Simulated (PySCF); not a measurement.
Ga(H)(OH)(OMe) (CH5GaO2), SMILES C[O][GaH][OH].

The structure is a stationary point at PBE-D3(BJ)/def2-SVP. The structure was generated by enumeration; whether it is a known compound was not checked. The values are those of a single conformer.

Calculation: PBE/def2-TZVP (PySCF).

Symmetry labels are those of the subgroup Cs that the program uses (full group Cs).

Computed valence orbital energies around the gap with their symmetry:
| orbital | symmetry | energy (eV) |
|---|---|---|
| HOMO−7 | A' | -10.91 |
| HOMO−6 | A" | -10.32 |
| HOMO−5 | A' | -10.22 |
| HOMO−4 | A' | -9.47 |
| HOMO−3 | A' | -7.67 |
| HOMO−2 | A" | -7.41 |
| HOMO−1 | A' | -6.65 |
| HOMO | A" | -6.23 |
| LUMO | A" | -1.37 |
| LUMO+1 | A' | -1.16 |
| LUMO+2 | A' | 0.12 |
| LUMO+3 | A' | 1.22 |
